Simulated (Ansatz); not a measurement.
Z-matrix (Å, degrees):
```
Si
S 1 2.149
O 1 1.639 2 112.7
H 1 1.483 2 103.8 3 -121.7
H 1 1.476 2 110.5 3 117.8
B 2 1.803 1 97.7 3 -72.3
H 3 0.959 1 118.2 2 -56.5
F 6 1.321 2 118.2 1 177.6
H 6 1.196 2 122.9 1 -3.0
```

Total charge 0; spin multiplicity 1.

(1) List the ωB97M-V/def2-TZVPP orbital energies in eV (Ansatz 0.2.0). (An estimate is asked.)

Results:

(1) The calculation gave: Occupied: -2426.79, -1808.19, -678.09, -526.60, -220.84, -190.01, -163.91, -163.86, -163.83, -149.13, -103.28, -103.25, -103.22, -36.95, -31.37, -23.57, -18.94, -18.35, -16.52, -15.86, -15.82, -14.84, -13.85, -13.43, -12.19, -11.49, -11.04, -10.48. Lowest empty: 1.06, 1.75, 2.33, 2.72, 3.02, 3.34, 3.67, 4.04.
